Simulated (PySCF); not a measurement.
Vertical excitations of a molecule C3H5, multiplicity 2 from TDA-PBE/def2-SVPD in PySCF 2.14.0, as energy in eV (oscillator strength): 4.47 (0.000), 4.56 (0.003), 5.31 (0.001), 5.85 (0.000), 5.89 (0.016), 6.19 (0.019), 6.52 (0.056), 7.47 (0.011), 7.56 (0.001), 7.78 (0.000). The structure is a stationary point at B3LYP-D3(BJ)/def2-TZVP. The values are those of a single conformer.

Q: Pick the molecule that these values belong to.
A. [CH]=CC
B. [CH]1CC1
C. [CH2]C=C
D. C=[C]C

A: B, [CH]1CC1
